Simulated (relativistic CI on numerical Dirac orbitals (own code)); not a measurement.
**Slater and spin-orbit integrals, Si¹²⁺**

Computed by Dirac-Coulomb-Breit CI, separate exchange-only KLI orbitals for each configuration, QED by a radiative potential, unscaled Slater integrals (own radial code, finite nucleus).

Slater integrals F^k, G^k are unscaled and averaged over j, outside the closed core (none); ζ comes from projecting the Hamiltonian with its Breit term on Σ l·s of the shell.

- 1s 2s: G^0(1s,2s) = 61603 cm⁻¹; <r>(1s) = 0.1074, <r^2>(1s) = 0.01542, <r>(2s) = 0.4473, <r^2>(2s) = 0.2334 (bohr units).
- 1s 2p: G^1(1s,2p) = 137160, ζ(2p) = 7221.2 cm⁻¹; <r>(1s) = 0.1074, <r^2>(1s) = 0.01542, <r>(2p) = 0.3792, <r^2>(2p) = 0.173 (bohr units).
- 1s 3s: G^0(1s,3s) = 16227 cm⁻¹; <r>(1s) = 0.1071, <r^2>(1s) = 0.01532, <r>(3s) = 1.016, <r^2>(3s) = 1.173 (bohr units).

Averages of the first 10 configurations, taken without configuration mixing, which lowers the lowest level and can move excited configurations by several eV; other configurations of the list can lie among them:

```json
{"Configuration": "1s2", "Parity": "even", "States": "1", "Average energy above the lowest level (eV)": "0.0"}
{"Configuration": "1s 2s", "Parity": "even", "States": "4", "Average energy above the lowest level (eV)": "1842.1"}
{"Configuration": "1s 2p", "Parity": "odd", "States": "12", "Average energy above the lowest level (eV)": "1855.9"}
{"Configuration": "1s 3s", "Parity": "even", "States": "4", "Average energy above the lowest level (eV)": "2175.3"}
{"Configuration": "1s 3p", "Parity": "odd", "States": "12", "Average energy above the lowest level (eV)": "2179.1"}
{"Configuration": "1s 3d", "Parity": "even", "States": "20", "Average energy above the lowest level (eV)": "2180.7"}
{"Configuration": "1s 4s", "Parity": "even", "States": "4", "Average energy above the lowest level (eV)": "2290.3"}
{"Configuration": "1s 4p", "Parity": "odd", "States": "12", "Average energy above the lowest level (eV)": "2291.9"}
{"Configuration": "1s 4d", "Parity": "even", "States": "20", "Average energy above the lowest level (eV)": "2292.5"}
{"Configuration": "1s 4f", "Parity": "odd", "States": "28", "Average energy above the lowest level (eV)": "2292.6"}
```
